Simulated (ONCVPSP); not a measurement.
Before and after: ONCV potential for xenon

| Property | Result |
| --- | --- |
| Element | Xe |
| Generator | ONCVPSP 4.0.1 |
| Type | optimised norm-conserving Vanderbilt (ONCV) |
| Functional | PBEsol |
| Relativity | scalar-relativistic |
| Frozen core | [Kr] |
| Valence charge | 18 |
| Reference configuration | 4d10 5s2 5p6 |
| Partial waves | 5s: rc 1.75 bohr, ncon 4, nbas 8, qcut 2.9 1/bohr, 2 projectors, debl 2.4 Ha; 5p: rc 2.00 bohr, ncon 4, nbas 9, qcut 3.7 1/bohr, 2 projectors, debl 1.1 Ha; 4d: rc 1.00 bohr, ncon 5, nbas 9, qcut 16.3 1/bohr, 1 projector |
| Local potential | polynomial inside 0.90 bohr (lpopt 5, dvloc0 1 Ha) |
| Core correction | Teter function, fcfact 5.5, rcfact 1.35 |

All-electron outer shells of the reference configuration (PBEsol, scalar-relativistic, ld1.x):

```
shell  level (eV)  outermost node (bohr)  outermost maximum (bohr)
   4s     -197.17                   0.36                      0.66
   4p     -141.07                   0.36                      0.69
   4d      -59.31                   0.34                      0.75
   5s      -19.78                   0.85                      1.63
   5p       -8.24                   0.92                      1.91
```

Change: all radii but the core radius scaled by about 1.30 (s 2.28, p 2.60, d 1.30 bohr); local potential polynomial inside 1.16 bohr (lpopt 5, dvloc0 1 Ha).

Cutoffs: the cutoffs (Ha) at which the residual kinetic energy of the hardest occupied pseudo-wave falls to 1 and 0.1 mHa per electron; they do not see the model core or the augmentation charge, which bear on the density cutoff. Errors are all-electron minus pseudo energies relative to the spin-unpolarised reference configuration.

Q: Predict the effect on cutoff, ghosts and configuration errors.

A: The potential gets neither clearly harder nor softer (61 Ha and 70 Ha → 53 Ha and 83 Ha); the bound ghosts move from p, s to s; the lowest positive-energy flag moves from s at 175.3 eV to p at 32.7 eV; of the 4 tests that both files solve, the error grows in 3 and shrinks in 1 by more than 15 % and 0.3 meV (median size 18.5 → 38.2 meV).

| quantity | base | changed |
| --- | --- | --- |
| cutoff, loose | 61 Ha | 53 Ha |
| cutoff, tight | 70 Ha | 83 Ha |
| loose cutoff by channel | s 50 Ha, p 13 Ha, d 61 Ha | s 25 Ha, p 3.3 Ha, d 53 Ha |
| bound ghosts | s, p | s |
| GHOST(+) flags under 300 eV | s at 175.3 eV | p at 32.7 eV |
| error for 4d10 5s2 5p5, meV [ΔE 12.55 eV] | -4.2 | -7.5 |
| error for 4d10 5s2 5p4, meV [ΔE 34.33 eV] | -12 | -33 |
| error for 4d10 5s2 5p3, meV [ΔE 66.10 eV] | -25 | -95 |
| error for 4d9 5s2 5p6, meV [ΔE 67.65 eV] | -305 | +43 |
| rms error of d²Exc/dni dnj with the model core, mHa | 0.99 | 1.81 |

 A true bound ghost makes a file unfit for plane-wave use even where its test errors are small: the radial tests pick states by their node count and pass the ghost by.
